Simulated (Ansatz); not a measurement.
Wavefunction ladder for C2H7BO2, SMILES `BC(O)CO`

```xyz
12

B    -0.1558   -0.0099   -1.5982
C    -0.2564   -0.4490   -0.1123
O     1.1621   -0.1828   -0.5780
C    -0.5834    0.4803    1.0055
O     0.0493    0.1555    2.2260
H    -0.2881    1.1437   -1.8802
H    -0.1291   -0.8512   -2.4503
H    -0.3523   -1.4978    0.1629
H     1.5869   -1.0238   -0.7767
H    -0.3642    1.5109    0.7004
H    -1.6603    0.4148    1.1852
H     0.9912    0.3092    2.1157
```

The species carries charge 0 and has multiplicity 1. All single points use the PBE0-D4/def2-TZVP geometry. It is one conformer, not always the lowest. Frozen core, restricted reference, Ansatz 0.2.0. CBS rows extrapolate triple and quadruple zeta; past MP2 they add the triple-zeta difference.

```json
{"basis": "def2-SVP", "HF (Eh)": "?", "MP2 corr.": "-0.74786", "CCSD corr.": "-0.79547", "(T)": "-0.02150", "CCSD(T) total": "?"}
{"basis": "def2-TZVPP", "HF (Eh)": "-254.28000", "MP2 corr.": "-0.93776", "CCSD corr.": "?", "(T)": "-0.03738", "CCSD(T) total": "?"}
{"basis": "def2-QZVPP", "HF (Eh)": "?", "MP2 corr.": "?", "CCSD corr.": "–", "(T)": "–", "CCSD(T) total": "–"}
{"basis": "CBS(def2)", "HF (Eh)": "-254.29357", "MP2 corr.": "-1.05530", "CCSD corr.": "-1.09007", "(T)": "as TZ", "CCSD(T) total": "-255.42102"}
```

Task: Fill in the withheld values. (Best estimate.)

Result: The calculation gave: def2-SVP HF (Eh): -253.97764; def2-SVP CCSD(T) total: -254.79461; def2-TZVPP CCSD corr.: -0.97253; def2-TZVPP CCSD(T) total: -255.28991; def2-QZVPP HF (Eh): -254.29192; def2-QZVPP MP2 corr.: -1.00528.
